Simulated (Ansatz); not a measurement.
`[SiH2]/C=C/[SiH2]Cl`, charge 0, multiplicity 2.

(1) Give a relaxed structure at PBE0-D4/def2-TZVP (Ansatz). (Best estimate.)

## Answers

(1) The calculation gave: 
Cartesian coordinates in Å:
```
Si 2.2650 0.7426 0.9032
C 0.8747 0.0904 -0.1020
C -0.4170 0.1075 0.2821
Si -1.7787 -0.5101 -0.8054
Cl -3.1023 1.0132 -1.2266
H 1.9233 0.8659 2.3435
H 3.5569 0.0504 0.6656
H 1.1114 -0.2737 -1.1029
H -0.6679 0.4857 1.2734
H -2.5676 -1.5805 -0.1491
H -1.1977 -0.9914 -2.0819
```
This is one stationary point; other conformers may exist.
